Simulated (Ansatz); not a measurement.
`[NH2][Ta]([NH2])(=[O])[F]` at its PBE0-D4/def2-TZVP geometry, where that method's forces vanish. The species carries charge 0 and has multiplicity 1. Ta takes the def2 core potential.

```xyz
9

N    -0.1540   -1.6732    0.2571
Ta   -0.1686    0.0925   -0.6347
N     0.3553    1.5534    0.5919
O     1.0344    0.0295   -1.8577
F    -1.8943    0.4385   -1.3441
H    -0.6991   -1.9317    1.0669
H     0.4588   -2.4315   -0.0030
H     1.1780    2.1247    0.4698
H    -0.1104    1.7979    1.4538
```

Q: What forces (eV/Å) does ωB97M-V/def2-TZVPP give on these atoms in Ansatz 0.2.0? (Best estimate.)

A: Ansatz gave: 
```
N1  -0.020 -0.068  0.051
Ta2  0.207 -0.007 -0.249
N3   0.001  0.059  0.064
O4  -0.148  0.010  0.130
F5  -0.043  0.007 -0.002
H6   0.023 -0.023 -0.022
H7  -0.024  0.006  0.024
H8  -0.025 -0.004  0.023
H9   0.029  0.019 -0.018
```
